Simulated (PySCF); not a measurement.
**Correlation energy of Ho (holmium, neutral)**

[Xe] 4f11 6s2, one real determinant. All numbers are calculated (PySCF 2.14, the spin-free X2C one-electron Hamiltonian (Gaussian nucleus), in cc-pwCVTZ-X2C). Frozen: [Kr] 4d10; 21 electrons correlated.

MP2 pair energies summed by pair of shells (mhartree):

| pair | energy | share (%) |
| --- | --- | --- |
| 4f-4f | -504.81 | 45.2 |
| 4f-5p | -292.33 | 26.2 |
| 5p-5p | -133.11 | 11.9 |
| 4f-5s | -69.22 | 6.2 |
| 5s-5p | -38.68 | 3.5 |
| 5p-6s | -31.08 | 2.8 |
| 4f-6s | -19.24 | 1.7 |
| 6s-6s | -18.99 | 1.7 |
| 5s-5s | -7.11 | 0.6 |
| 5s-6s | -1.63 | 0.1 |

Total MP2 correlation energy: -1116.2 mhartree.

Same-spin part -422.13 and opposite-spin part -694.06 mhartree; SCS-MP2 scales them by 1/3 and 6/5 to -973.58 mhartree.

The reference is one real determinant that mixes LS terms of this configuration.
